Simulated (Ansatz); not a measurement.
BH$_{4}$OS$_{2}$Sb, SMILES `O[BH][Sb]([SH])[SH]`. Total charge 0; spin multiplicity 1. Sb: def2 effective core potential.

Z-matrix (Å, degrees):
```
B
Sb 1 2.280
O 1 1.385 2 117.0
S 1 2.106 2 71.0 3 -107.5
H 1 1.202 2 113.9 3 154.6
S 2 2.400 1 97.5 3 -161.2
H 3 0.959 1 112.4 2 173.0
H 4 1.346 1 95.4 2 90.3
H 6 1.345 2 95.8 1 19.1
```

Question: List the harmonic frequencies (cm⁻¹, unscaled) at PBE0-D4/def2-TZVP in Ansatz. (Estimate.)

Answer: Ansatz gave: 93, 98, 126, 239, 280, 287, 315, 341, 358, 470, 556, 674, 711, 838, 964, 1098, 1221, 2564, 2693, 2695, 3890.

Question: Is this a minimum?

Answer: Yes, all 21 modes are real.

Question: Give the ideal-gas thermochemistry at 298.15 K and 1 bar (rigid rotor, harmonic oscillator; point group C1, symmetry number 1).

Answer: Zero-point energy 122.7 kJ/mol; H(298) − E = 147.0 kJ/mol; entropy 384.8 J/(mol·K), of which translation 175.9, rotation 121.5, vibration 87.4; G(298) − E = 32.3 kJ/mol. Modes under 100 cm⁻¹ are hindered rotations or soft bends, so the harmonic entropy is rough.

Question: And at 400, 500, 600, 800 and 1000 K?

Answer: 
```tsv
T (K)	H − E (kJ/mol)	S (J/mol/K)	G − E (kJ/mol)
400	160.4	423.2	-8.9
500	174.7	455.2	-52.9
600	190.0	483.0	-99.8
800	222.4	529.5	-201.2
1000	256.7	567.8	-311.1
```
